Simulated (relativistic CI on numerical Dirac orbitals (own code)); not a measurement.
**Slater's F² for Al5+ from its measured terms**

Problem. The ground configuration 2s²2p⁴ of Al5+ has the measured levels ³P: 3829.0 (J = 0), 2732.0 (J = 1), 0.0 (J = 2); ¹D: 41167.0 (J = 2); ¹S: 88213.0 (J = 0) cm⁻¹ (NIST levels in Kelleher and Podobedova, J. Phys. Chem. Ref. Data 37, 709 (2008); Martin and Zalubas, J. Phys. Chem. Ref. Data 8, 817 (1979)). Test the one-configuration theory of p4 and extract F²(2p,2p).

Working.
1. Centres of gravity, weighted by 2J + 1: ³P 1336.1, ¹D 41167.0, ¹S 88213.0 cm⁻¹. To first order spin-orbit coupling drops out of them.
2. Slater-Condon theory gives ¹D − ³P = 6F²/25 and ¹S − ¹D = 9F²/25, so the ratio of the upper interval to the lower is 9/6 = 1.500, whatever F².
3. Measured intervals: 39830.9 and 47046.0 cm⁻¹, ratio 1.181.
4. F² from the lower interval is 165962 and from the upper 130683 cm⁻¹.

Check. The radial integral calculated for this configuration (Dirac-KLI orbitals, unscaled) is F² = 174177 cm⁻¹; the two empirical values are 95 % and 75 % of it. The ratio falls short of 1.50 mainly because the highest term mixes with s⁰p6, which has the same term and pushes it down.
